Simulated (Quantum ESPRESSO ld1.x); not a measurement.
Values are calculated unless marked as measured or tabulated.
Q: The gold ion Au38+, configuration [Kr] 4d5. Code: ld1.x of Quantum ESPRESSO 7.5. Model: Dirac Kohn-Sham, PBE, spin-unpolarised, spherical densities, point nucleus; open shells fill j = l - 1/2 first. Some entries of the table are withheld. Estimate them.

| orbital | occ. | eigenvalue (hartree) | r(max) (bohr) |
|---|---|---|---|
| 1s1/2 | 2 | -3024.66 | 0.010 |
| 2s1/2 | 2 | -583.364 | (1) |
| 2p1/2 | 2 | -561.811 | 0.045 |
| 2p3/2 | 4 | -494.352 | 0.052 |
| 3s1/2 | 2 | -182.943 | 0.169 |
| 3p1/2 | 2 | -173.424 | 0.159 |
| 3p3/2 | 4 | -158.238 | 0.173 |
| 3d3/2 | 4 | (2) | 0.135 |
| 3d5/2 | 6 | (3) | 0.138 |
| 4s1/2 | 2 | -79.9681 | 0.364 |
| 4p1/2 | 2 | -75.8438 | 0.361 |
| 4p3/2 | 4 | -71.2252 | 0.385 |
| 4d3/2 | 4 | (4) | 0.370 |
| 4d5/2 | 1 | (5) | 0.376 |

A: 
(1) 2s1/2 r(max) (bohr): 0.060
(2) 3d3/2 eigenvalue (hartree): -142.687
(3) 3d5/2 eigenvalue (hartree): -139.413
(4) 4d3/2 eigenvalue (hartree): -64.6183
(5) 4d5/2 eigenvalue (hartree): -63.6463
